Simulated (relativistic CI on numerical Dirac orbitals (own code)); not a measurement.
**One change at a time: Gd⁴⁸⁺**

Base calculation: Dirac-Coulomb-Breit CI, KLI orbitals optimised for each configuration, model QED (radiative potential, 1s self-energy scaled to tabulated hydrogen-like ionisation energies), unscaled Slater integrals.

Configuration list (outside the closed core [Ne]): 3s2.3p4, 3s.3p5, 3s2.3p3.3d, 3p6, 3s.3p4.3d, 3p5.3d, 3s.3p3.3d2, 3s2.3p2.3d.4p, 3p5.4s, 3s.3p3.3d.4s, 3s2.3p3.4s, 3p5.4p, 3s2.3p2.3d2, 3s2.3p.3d3, 3s.3p2.3d3, 3s2.3p.3d2.4s, 3p4.3d2, 3p3.3d3, 3p3.3d2.4s, 3s2.3p2.3d.4s, 3s.3p2.3d2.4s, 3s2.3p.3d.4s2. Double excitations out of closed p, d and f shells are left out; levels of such configurations are missing from the list, as are those of other unlisted configurations, and high levels can miss mixing partners.

The lowest level and the first level of each name with at least 55 % of one term (blank where a level has no safe partner in the second run):

```tsv
Level	Base (eV)	Shift (eV)
3s2.3p4 3P_2	0.000	0.000
3s2.3p4 1S_0	16.398	-0.325
3s2.3p4 3P_1	172.045	+1.935
3s2.3p4 1D_2	180.501	+2.233
3s2.3p3.3d 3P°_0	201.502	+0.476
3s.3p5 3P°_2	320.320	+0.454
3s2.3p4 3P_0	358.715	+3.947
3s2.3p3.3d 3G°_5	413.693	+5.163
3s2.3p2.3d2 3P_0	416.761	+1.187
3s.3p5 3P°_0	496.188	+2.481
3s.3p4.3d 5F_5	542.265	+2.798
```

At this charge energies of transitions that change n are usually good to better than 1 %, and those within a shell (Δn = 0) to a few per cent.

(1) One thing was changed in a second run, which moved the levels as shown. Which?
A. Breit term removed
B. QED terms removed
C. configuration mixing switched off
D. valence Slater integrals scaled by 0.9

Answers

(1) A. Breit term removed. The Breit term mainly narrows fine-structure intervals, so removing it widens them.

LS names give the leading component of a level, which can be under half, so a name can repeat, a term be missing and a line seem to break the LS rules.
